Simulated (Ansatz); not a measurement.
`[PH2][SnH2][SH]` + `O[AsH2]` → `PO[AsH2]` + `[SH][SnH3]` at 400 K and 1 bar (cleavage of the P–Sn bond).

Calculated with Ansatz (gas phase, PBE0-D4/def2-TZVP geometries, no zero-point term in ΔE). CCSD(T)/CBS adds triple-zeta CCSD(T) − MP2 to the extrapolated MP2 energy (def2 sets, frozen cores). def2 core potentials past Kr. For As, Sn outer-core shells are correlated without core-valence functions, which leaves a few kJ/mol of doubt a bond. Scalar relativity is left out up to krypton. One conformer a species, not always the lowest.

```csv
species,CCSD(T)/CBS energy (Eh),H − E (kJ/mol),S (J/(mol·K))
`[PH2][SnH2][SH]`,-955.76196,137.6,397.6
`O[AsH2]`,-2311.97217,94.9,282.5
`PO[AsH2]`,-2653.50583,124.2,355.5
`[SH][SnH3]`,-614.20548,99.8,324.6
```

H − E and S are ideal-gas, rigid-rotor, harmonic terms from PBE0-D4/def2-TZVP, for one conformer and one mirror image of each species. 1 Eh = 2625.50 kJ/mol, R = 8.31446 J/(mol·K).

Problem. By hand: ΔE, ΔH, ΔS and ΔG.

Solution. ΔE = (-2653.50583) + (-614.20548) − (-955.76196) − (-2311.97217) = 0.02282 Eh = 59.9 kJ/mol. Δ(H − E) = 124.2 + 99.8 − 137.6 − 94.9 = -8.5, so ΔH = 51.4 kJ/mol. ΔS = 355.5 + 324.6 − 397.6 − 282.5 = 0.0 J/(mol·K). ΔG = 51.4 − 400 × (0.0)/1000 = 51.4 kJ/mol.

Problem. By hand: the equilibrium constant, and the temperature at which ΔG would vanish if ΔH and ΔS stayed fixed.

Solution. log₁₀ K = −ΔG/(RT ln 10) = -6.7. With ΔH or ΔS at zero there is no such temperature.

The number of gas molecules stays the same, so ΔS is small and ΔH decides. A doubt of 5 kJ/mol in ΔE shifts log₁₀ K by 0.7 here. Other conformers and mirror images would add mixing entropy, several J/(mol·K) or more a flexible species. Modes under 60 cm⁻¹, often nearly free rotors, make the harmonic entropy too high. These are equilibria of isolated gas molecules and say nothing of rates. Largest T1 diagnostic: 0.013 (customary marks: 0.02 for closed shells, 0.045 for open ones).

ΔS is within the doubt of such terms, so its sign, and with it that verdict, could turn.
